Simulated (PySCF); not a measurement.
CH$_{3}$Cl$_{3}$Si (SMILES C[Si](Cl)(Cl)Cl), singlet, at a GFN2-xTB geometry. Base run: PBE0/6-31G* (PySCF).

Here is a job for PySCF.
```python
from pyscf import gto, scf, dft

mol = gto.Mole()
mol.atom = '''
    C    -2.08539302   -0.43002418    0.05735758
    Si   -0.22565362   -0.04653152    0.00620648
    Cl    0.68040569   -1.19502435   -1.39062803
    Cl    0.06775652    1.90072752   -0.45554951
    Cl    0.60976201   -0.42568869    1.80882858
    H    -2.26630565   -1.46926637    0.31744164
    H    -2.59468576    0.18660249    0.79274175
    H    -2.55221147   -0.24599592   -0.90628735
'''
mol.basis = '6-31g*'
mol.verbose = 4
mol.build()

mf = dft.RKS(mol)
mf.xc = 'pbe0'
mf.kernel()
```

The base run was repeated with changes; each row names its change, and settings that it needs were set with it.

```tsv
change	ΔE vs base (mEh)	fitting functions	dipole (D)
base	0.000	-	2.13
auxbasis = def2-universal-jfit	1927.3	286	2.12
auxbasis = default (with mf = mf.density_fit())	-0.032	587	2.13
exchange = seminumerical (SGX) (with mf = sgx.sgx_fit(mf, auxbasis='def2-universal-jfit'); with mf.with_df.dfj = True)	-0.214	286	2.13
auxbasis = def2-universal-jkfit	-0.037	641	2.13
auxbasis = even-tempered beta=3.0	-3.899	571	2.13
auxbasis = cc-pvdz-jkfit	-0.032	587	2.13
auxbasis = autoaux	-0.237	754	2.13
auxbasis = cc-pvqz-jkfit	0.000	851	2.13
auxbasis = def2-svp-ri	-1984.9	338	2.11
```

A fitting set is made for a task (jfit for Coulomb, jkfit for Coulomb and exchange, ri for correlation) and for a family of orbital bases.
